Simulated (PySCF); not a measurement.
C₂H₆ClGa, SMILES [CH3][Ga]([CH3])[Cl]. Heavy atoms are numbered as in [Ga:1]([CH3:2])([CH3:6])[Cl:10]. Hydrogens are named by the atom that carries them.

Geometry optimised at B3LYP-D3(BJ)/def2-SVP. The isomer is the one that the SMILES or the coordinates give; other isomers of the formula were not compared.

These are B3LYP/pcSseg-1 (PySCF) values and carry that method's errors.

GIAO shieldings, no solvent; atoms alike by connectivity are averaged. δ = σ(ref) − σ: ¹³C against TMS (σ = 181.3 ppm); ¹H against TMS (σ = 31.68 ppm); ³⁵Cl against HCl (σ = 933.3 ppm), references at their B3LYP-D3(BJ)/def2-TZVP geometries, non-relativistic (without spin–orbit terms, shifts of atoms bonded to Cl or Br come out too high).

```
nucleus     atoms  count  δ (ppm)
-------  --------  -----  -------
¹³C      C2 (CH3)      2      5.1
¹H        H on C2      6     0.77
³⁵Cl         Cl10      1    122.3
```
